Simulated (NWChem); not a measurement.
TiH$_{4}$O$_{2}$; SMILES [OH][TiH2][OH]

```xyz
7

Ti     0.0000     0.0000    -0.3684
O      1.5150     0.0000     0.5154
H      2.0645     0.0000     1.3074
O     -1.5150     0.0000     0.5154
H     -2.0645     0.0000     1.3074
H      0.0000    -1.3773    -1.3778
H      0.0000     1.3773    -1.3778
```
Atoms are numbered in this order, from 1.

Program: NWChem. Geometry: optimised at B3LYP/6-31G* (spherical d).

### Question
Order these by “dipole (D)”, lowest first: PBE0/aug-cc-pVDZ; PBE0/cc-pVDZ; PBE0/cc-pVTZ.

### Answer
PBE0/aug-cc-pVDZ (3.48), PBE0/cc-pVTZ (3.60), PBE0/cc-pVDZ (3.69)
